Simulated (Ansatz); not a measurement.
Reaction (hydrogenolysis of the Si–Si bond): `[SiH3]B[SiH2][SiH3]` + H₂ → `[SiH3]B[SiH3]` + SiH₄

Gas-phase electronic energies from Ansatz, PBE0-D4/def2-TZVP geometries. CCSD(T)/CBS adds triple-zeta CCSD(T) − MP2 to the extrapolated MP2 energy (def2 sets, frozen cores). This one scheme is used for every species. DFT in def2-TZVPP. B3LYP here is the variant with VWN-RPA as its local correlation; programs differ in this. One conformer a species, not always the lowest.

`[SiH3]B[SiH2][SiH3]`:

```xyz
13

Si    0.499   -0.198    2.263
B     0.139   -1.158    0.540
Si   -1.161   -0.467   -0.777
Si    0.272    0.999   -1.949
H     1.947   -0.114    2.600
H    -0.172   -1.011    3.323
H    -0.077    1.174    2.309
H     0.797   -2.120    0.265
H    -2.252    0.370   -0.206
H    -1.733   -1.431   -1.757
H    -0.500    1.735   -2.986
H     0.877    1.984   -1.013
H     1.364    0.238   -2.612
```

H₂:

```xyz
2

H     0.204    0.194   -0.244
H    -0.204   -0.194    0.244
```

`[SiH3]B[SiH3]`:

```xyz
10

Si    0.635    1.670    0.029
B    -0.473    0.097    0.594
Si   -0.522   -1.672   -0.351
H     1.909    1.540    0.800
H     0.020    2.979    0.386
H     0.979    1.686   -1.419
H    -1.060    0.180    1.635
H     0.493   -2.515    0.352
H    -0.143   -1.608   -1.789
H    -1.839   -2.358   -0.237
```

SiH₄:

Cartesian coordinates in Å:
```
Si 0.000 0.000 0.000
H -0.352 -0.426 -1.378
H 1.293 0.729 -0.023
H 0.121 -1.196 0.872
H -1.062 0.892 0.529
```

```json
{"level": "r2SCAN-D4", "ΔE (kcal/mol)": "0.8", "difference from CCSD(T)/CBS": "2.2"}
{"level": "ωB97X-V", "ΔE (kcal/mol)": "-2.6", "difference from CCSD(T)/CBS": "-1.2"}
{"level": "ωB97M-V", "ΔE (kcal/mol)": "-2.7", "difference from CCSD(T)/CBS": "-1.3"}
{"level": "B2PLYP", "ΔE (kcal/mol)": "-3.8", "difference from CCSD(T)/CBS": "-2.4"}
{"level": "PBE0", "ΔE (kcal/mol)": "-0.8", "difference from CCSD(T)/CBS": "0.6"}
{"level": "B3LYP", "ΔE (kcal/mol)": "-4.6", "difference from CCSD(T)/CBS": "-3.2"}
{"level": "CCSD/def2-TZVPP", "ΔE (kcal/mol)": "-4.1", "difference from CCSD(T)/CBS": "-2.7"}
{"level": "HF/def2-QZVPP", "ΔE (kcal/mol)": "-11.5", "difference from CCSD(T)/CBS": "-10.1"}
{"level": "SCS-MP2/def2-QZVPP", "ΔE (kcal/mol)": "-3.8", "difference from CCSD(T)/CBS": "-2.4"}
{"level": "HF/CBS(def2)", "ΔE (kcal/mol)": "-11.5", "difference from CCSD(T)/CBS": "-10.1"}
{"level": "CCSD(T)/CBS", "ΔE (kcal/mol)": "-1.4", "difference from CCSD(T)/CBS": "0"}
```

Largest T1 diagnostic among the species: 0.015.

The D4 term adds +3.1 kcal/mol with B3LYP and +1.8 kcal/mol with PBE0; it sums over pairs of atoms, weighted by their polarisabilities, and B3LYP, whose exchange is more repulsive, gets the larger term. In def2-TZVPP, CCSD(T) changes the Hartree–Fock value by +9.0 kcal/mol (the triples alone add +1.7 kcal/mol) and MP2 by +9.6 kcal/mol. From PBE to PBE0 (25 % exact exchange), in def2-TZVPP and without D4, ΔE moves by −1.7 kcal/mol.
